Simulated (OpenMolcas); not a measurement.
Ti3+, Zr3+, Hf3+: d down the group

| Property | Result |
| --- | --- |
| Program | OpenMolcas |
| Method | CASSCF |
| Basis | ANO-R3 |
| Scalar Hamiltonian | X2C, finite nucleus |
| Spin-orbit coupling | RASSI with atomic mean-field integrals over the reference wave functions, term energies averaged over their components |

Active space for each ion: 1 electron in 5 orbitals (d).

Computed levels in cm-1 above 2D 3/2:

| Level | Ti3+ | Zr3+ | Hf3+ |
| --- | --- | --- | --- |
| 2D 5/2 | 384 | 1211 | 5021 |
| weight of 2D in the lowest level (%) | 100 | 100 | 100 |

Measured, with the error of the calculation in %. Measured levels: Ti3+ from Corliss and Sugar, J. Phys. Chem. Ref. Data 8, 1 (1979); Zr3+ from the list in Rauch et al., Astron. Astrophys. 599, A142 (2017).

```tsv
Level	Ti3+	Zr3+
2D 5/2	382 (+0.6)	1251 (-3.2)
```

The fine-structure level 2D 5/2 changes by a factor of 13.1 from Ti3+ to Hf3+.

With one active electron the reference holds no correlation, so core polarisation is missing. Computed and measured levels are paired by configuration, term and J; levels that our copy of the source lacks, or whose pairing is in doubt (as where it misses far off the trend of its configuration), stay unpaired and out of the deviations. Only configurations of the active space appear.
